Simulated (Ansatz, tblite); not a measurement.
Forces on Ge₂Te₃⁻ at its PBE-D4/def2-SVPD geometry. Total charge -1; doublet.

In the def2 sets Te takes a core potential; there is no spin–orbit coupling. The xTB rows come from tblite. The structure comes from a short search, and lower isomers may exist.

GFN1-xTB (tblite), largest force 1.87 eV/Å:

```xyz
5
positions Å, forces eV/Å
Ge    1.105    0.485    0.744   -1.454   -0.638   -0.979
Ge   -1.105   -0.485   -0.744    1.454    0.638    0.979
Te   -1.237    1.876    0.613    0.846   -1.283   -0.419
Te   -0.053   -1.914    1.326    0.036    1.309   -0.907
Te    1.290    0.038   -1.939   -0.882   -0.026    1.326
```

GFN2-xTB (tblite), largest force 0.86 eV/Å:

```
Ge -0.669 -0.294 -0.451
Ge 0.669 0.294 0.451
Te 0.307 -0.466 -0.152
Te 0.013 0.475 -0.329
Te -0.320 -0.009 0.482
```

PBE-D4/def2-TZVPD (Ansatz), largest force 0.18 eV/Å:

```
Ge -0.138 -0.061 -0.093
Ge 0.138 0.061 0.093
Te 0.069 -0.105 -0.034
Te 0.003 0.107 -0.074
Te -0.072 -0.002 0.108
```
